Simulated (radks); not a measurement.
Values are calculated unless marked as measured or tabulated.
Q: Radial electron density D(r) = 4 pi r^2 rho(r) of an atom or ion with 12.25 electrons. Level of theory: non-relativistic Kohn-Sham, PBE, spin-polarised, spherical densities, point nucleus (a radial shooting solver on a logarithmic mesh with Libxc functionals).

r (bohr),D(r) (e/bohr),spin D(r)
0.01014,2.505,-0.0000536
0.01143,3.056,-0.0000635
0.01289,3.708,-0.0000740
0.01454,4.472,-0.0000844
0.01626,5.296,-0.0000930
0.01833,6.301,-0.0000990
0.02067,7.435,-0.0000984
0.0233,8.691,-0.0000861
0.02607,9.958,-0.0000572
0.02939,11.39,0.00000291
0.03314,12.86,0.000109
0.03736,14.30,0.000285
0.04179,15.57,0.000539
0.04712,16.74,0.000949
0.05312,17.65,0.00156
0.0599,18.20,0.00243
0.067,18.34,0.00357
0.07554,18.04,0.00523
0.08517,17.31,0.00746
0.09603,16.22,0.0104
0.1074,15.01,0.0138
0.1211,13.71,0.0182
0.1365,12.63,0.0233
0.154,11.98,0.0291
0.1722,11.92,0.0346
0.1942,12.47,0.0402
0.2189,13.58,0.0447
0.2468,14.99,0.0470
0.2761,16.29,0.0465
0.3113,17.28,0.0425
0.3509,17.53,0.0347
0.3957,16.83,0.0240
0.4426,15.33,0.0131
0.499,13.00,0.00326
0.5626,10.28,-0.00112
0.6344,7.589,0.00345
0.7096,5.445,0.0179
0.8,3.760,0.0446
0.902,2.748,0.0807
1.017,2.280,0.121
1.138,2.132,0.157
1.283,2.054,0.184
1.446,1.887,0.190
1.63,1.575,0.174
1.824,1.193,0.143
2.056,0.7798,0.102
2.318,0.4424,0.0640
2.614,0.2154,0.0350
2.924,0.09447,0.0173
3.297,0.03256,0.00692
3.717,0.009118,0.00227
4.191,0.002034,0.000598
4.687,0.0004009,0.000139

What is the nuclear charge?

A: Z = 16. The innermost maximum, from 1s, lies near 1/Z = 0.0625 bohr (found: 0.0659), and its height grows with Z. The density is that of the sulfur ion S3.75+ in [Ne] 3s2 3p(up 0.25, down 0); the configuration itself is not fixed sharply by these data, and Z only to about a unit. D(r) has 2 maxima, at r = 0.0659, 0.343 bohr, and minima at 0.165 bohr, inside which lie 2.19 electrons.
